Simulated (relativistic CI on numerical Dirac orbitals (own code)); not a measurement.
## Hf XI: q coefficients and field-shift factors

Computed by Dirac-Coulomb-Breit CI, orbitals from a KLI potential per configuration, derivatives by finite differences, unscaled Slater integrals, QED left out (own radial code, finite nucleus).

Configuration list (outside the closed core [Kr] 4d10): 4f¹²5s²5p², 4f¹⁴5s², 4f¹³5s²5p, 4f¹²5s5p³, 4f¹⁴5s5p, 4f¹⁴5p², 4f¹²5p⁴, 4f¹³5s²5d. The list is cut by size and lacks configurations that can hold low levels.

With x = (α/α₀)² − 1 an excitation energy changes as ω = ω₀ + qx; K = 2q/ω₀ is the relative enhancement. Terms are leading LS components, so labels can repeat. The field-shift factor is F = δν/δ⟨r²⟩ for the transition from the lowest level.

Lowest level 4f¹²5s²5p² ³H6.

```tsv
Level	ω₀ (cm⁻¹)	q (cm⁻¹)	F (GHz/fm²)
4f¹²5s²5p² ³F4	8539.2	-1183	0.176
4f¹²5s²5p² ⁵H5	15076.9	13230	0.451
4f¹²5s²5p² ³H4	22724.3	13630	0.754
4f¹²5s²5p² ³F2	23939.3	7387	0.36
4f¹²5s²5p² ⁵G3	24913.6	13360	0.609
4f¹²5s²5p² ³H4	37263.5	24640	1.1
4f¹²5s²5p² ³P2	44794.8	13580	0.6
4f¹²5s²5p² ⁵D0	52999.0	15420	-0.0607
4f¹²5s²5p² ³I6	54486.7	12100	0.951
4f¹²5s²5p² ⁵D1	57072.0	20580	0.236
4f¹²5s²5p² ³F2	62524.5	25880	0.846
4f¹²5s²5p² ⁵H7	69223.5	104700	-12.3
4f¹³5s²5p ³D3	72171.2	167200	-26.2
```

At this charge transitions that keep the count of f electrons are usually good to a few per cent. Terms inside the open d or f shell come out 10 to 20 % too wide with unscaled integrals. Levels and lines within the n = 5 or 6 shells can be off by up to 10 % or somewhat more, and those that change n by about 2 %, since core polarisation is missing. Levels that differ in their count of f electrons can be misplaced by several ten thousand cm⁻¹, since the correlation energy of f electrons is missing or only estimated; rates across such gaps can be off by orders of magnitude.

Problem. Which transition from the lowest level has the largest |K|?

Solution. 4f¹³5s²5p ³D3 at 72171.2 cm⁻¹, K = 4.63.
